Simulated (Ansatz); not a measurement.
One change: `C=N[SiH2]S` becomes `C=N[SiH2]N[SiH3]`.

Ansatz, PBE0-D4/def2-TZVP geometries, multiplicity 1. Each molecule was computed in one conformer, which needn't be the lowest.

```
                                                                                  property  `C=N[SiH2]S`
                                                     HOMO energy (ωB97M-V/def2-TZVPP) / eV         -9.62
                                            zero-point energy (PBE0-D4/def2-TZVP) / kJ/mol         150.8
                                                         LUMO energy (PBE/def2-TZVPP) / eV         -2.28
ideal-gas entropy at 298 K and 1 bar (rigid rotor, harmonic PBE0-D4/def2-TZVP) / J/(mol·K)           328
                                                       HOMO–LUMO gap (PBE/def2-TZVPP) / eV          3.68
                                                        LUMO energy (PBE0/def2-TZVPP) / eV         -1.17
```

Question: What does the change do to each property? (Estimate.)

Answer: The calculation gave: 
```tsv
property	`C=N[SiH2]N[SiH3]`	shift
HOMO energy (ωB97M-V/def2-TZVPP) / eV	-9.42	0.20
zero-point energy (PBE0-D4/def2-TZVP) / kJ/mol	235.3	84.5
LUMO energy (PBE/def2-TZVPP) / eV	-2.06	0.22
ideal-gas entropy at 298 K and 1 bar (rigid rotor, harmonic PBE0-D4/def2-TZVP) / J/(mol·K)	381	53
HOMO–LUMO gap (PBE/def2-TZVPP) / eV	3.64	-0.04
LUMO energy (PBE0/def2-TZVPP) / eV	-0.93	0.24
```

The zero-point energy changes by 84.5 kJ/mol with +12 modes. Modes under 60 cm⁻¹, often nearly free rotors, make the harmonic entropy too high.
